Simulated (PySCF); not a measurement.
**Correlation energy of Pb⁷⁰⁺ (lead, charge +70)**

[Ne] 3s2, closed-shell 1S. Calculation: PySCF 2.14, in an even-tempered Gaussian basis (17 s from 23 bohr⁻², ratio 2.5; 12 p from 30 bohr⁻², ratio 2.5; 4 d from 110 bohr⁻², ratio 2.7; 4 f from 160 bohr⁻², ratio 2.7); scalar relativity by spin-free X2C-1e. Frozen: 1s2; 10 electrons correlated; the 20 highest virtual orbitals of each spin left out.

| level | correlation energy (mhartree) |
| --- | --- |
| CCSD | -497.25 |
| (T) | -0.24 |
| CCSD(T) | -497.49 |

Diagnostics: T1 = 7.3e-05, D1 = 0.0002, largest double amplitude 0.025.

Problem. Is a single reference adequate?

Solution. Yes, within this model without spin-orbit coupling: T1 lies below 0.03 and no double amplitude reaches 0.07.

At this charge the one-electron X2C treatment keeps the bare 1/r₁₂, with no two-electron picture change or Breit term. The effect here is smaller than on the frozen 1s shell; and a scalar Hamiltonian misses the large spin-orbit splitting of the p shells, which matters for ns² → np² pairs.
